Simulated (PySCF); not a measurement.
TlF: energy against distance

Set-up: basis Tl def2-SVPD with ECP60, F def2-SVPD; scalar-relativistic core potentials; PySCF 2.14. Energies in eV from Tl + F in their ground configurations at the same level. State: ¹Σ⁺ (singlet), closed shell.

All columns are r²SCAN0. A positive dipole means Tl(−)F(+).

```json
{"R (Å)": "1.838", "E (eV)": "-4.001", "μ (D)": "-2.22", "Mulliken charge on Tl (basis-dependent)": "0.70", "HOMO (eV)": "-7.76", "LUMO (eV)": "-1.04", "Mayer bond order": "0.18", "⟨S²⟩": "0.00"}
{"R (Å)": "1.923", "E (eV)": "-4.534", "μ (D)": "-2.93", "Mulliken charge on Tl (basis-dependent)": "0.69", "HOMO (eV)": "-7.99", "LUMO (eV)": "-1.14", "Mayer bond order": "0.23", "⟨S²⟩": "0.00"}
{"R (Å)": "2.009", "E (eV)": "-4.808", "μ (D)": "-3.62", "Mulliken charge on Tl (basis-dependent)": "0.70", "HOMO (eV)": "-8.14", "LUMO (eV)": "-1.26", "Mayer bond order": "0.27", "⟨S²⟩": "0.00"}
{"R (Å)": "2.073", "E (eV)": "-4.895", "μ (D)": "-4.11", "Mulliken charge on Tl (basis-dependent)": "0.70", "HOMO (eV)": "-8.21", "LUMO (eV)": "-1.34", "Mayer bond order": "0.29", "⟨S²⟩": "0.00"}
{"R (Å)": "2.137", "E (eV)": "-4.908", "μ (D)": "-4.60", "Mulliken charge on Tl (basis-dependent)": "0.71", "HOMO (eV)": "-8.24", "LUMO (eV)": "-1.43", "Mayer bond order": "0.31", "⟨S²⟩": "0.00"}
{"R (Å)": "2.201", "E (eV)": "-4.867", "μ (D)": "-5.08", "Mulliken charge on Tl (basis-dependent)": "0.72", "HOMO (eV)": "-8.23", "LUMO (eV)": "-1.52", "Mayer bond order": "0.31", "⟨S²⟩": "0.00"}
{"R (Å)": "2.287", "E (eV)": "-4.754", "μ (D)": "-5.70", "Mulliken charge on Tl (basis-dependent)": "0.73", "HOMO (eV)": "-8.16", "LUMO (eV)": "-1.63", "Mayer bond order": "0.32", "⟨S²⟩": "0.00"}
{"R (Å)": "2.393", "E (eV)": "-4.552", "μ (D)": "-6.45", "Mulliken charge on Tl (basis-dependent)": "0.75", "HOMO (eV)": "-7.99", "LUMO (eV)": "-1.78", "Mayer bond order": "0.32", "⟨S²⟩": "0.00"}
{"R (Å)": "2.522", "E (eV)": "-4.263", "μ (D)": "-7.31", "Mulliken charge on Tl (basis-dependent)": "0.78", "HOMO (eV)": "-7.68", "LUMO (eV)": "-1.95", "Mayer bond order": "0.31", "⟨S²⟩": "0.00"}
{"R (Å)": "2.693", "E (eV)": "-3.856", "μ (D)": "-8.42", "Mulliken charge on Tl (basis-dependent)": "0.80", "HOMO (eV)": "-7.22", "LUMO (eV)": "-2.16", "Mayer bond order": "0.30", "⟨S²⟩": "0.00"}
```

A fit through these points gives, at Re = 2.118 Å, μ = -4.46 D and dμ/dR = -7.55 D/Å; the reduced mass is 17.39 u.

How strong is the fundamental in the double-harmonic approximation, I = 42.26·(dμ/dR)²/μred km/mol?

I = 42.26·(-7.55)²/17.39 = 139 km/mol at r²SCAN0.

Spin–orbit coupling is left out, which matters for elements this heavy, above all for dissociation energies.
